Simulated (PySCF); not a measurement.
Computed IR spectrum (relative IR intensity) of a molecule C₄H₉AlO. Geometry optimised at PBE-D3(BJ)/def2-SVP. One conformer was computed; it need not be the lowest. Method: PySCF with PBE-D3(BJ)/def2-SVP. Frequencies are harmonic and unscaled.

Lines under 2 % of the strongest are left out, and lines within 2 cm⁻¹ are merged.

ν (cm⁻¹): 156 (w), 195 (vw), 457 (m), 536 (vw), 599 (s), 656 (vw), 740 (s), 834 (m), 907 (m), 971 (vw), 999 (w), 1139 (m), 1159 (w), 1199 (vs), 1394 (vw), 1432 (w), 1584 (w), 1896 (m), 2898 (m), 2968 (m), 2984 (m) (against the strongest line: vs over 80 %, s over 45 %, m over 15 %, w over 4 %, vw less)

### Question
Which structure fits?
(A) C=[CH][AlH][O]CC
(B) C=[CH][Al]([CH3])[O]C
(C) C=C[CH2][AlH][O]C
(D) C=[CH][Al]([OH])[CH2]C

### Answer
C, C=C[CH2][AlH][O]C
